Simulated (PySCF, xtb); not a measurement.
GeFCl3, SMILES [F][Ge]([Cl])([Cl])[Cl].

Harmonic wavenumbers (cm⁻¹) from GFN2-xTB (xtb) at its own minimum, in rising order: 104, 104, 130, 161, 161, 316, 375, 375, 424.

Question: What does B3LYP-D3(BJ)/def2-SVP run with PySCF 2.14.0 give at its own minimum? (The exact figures need the calculation; the answer reports its results.)

Answer: 131, 131, 168, 212, 212, 398, 465, 465, 738. Paired by order, the mean absolute difference is 85 cm⁻¹ and the zero-point energies are 3.1 and 4.2 kcal/mol.
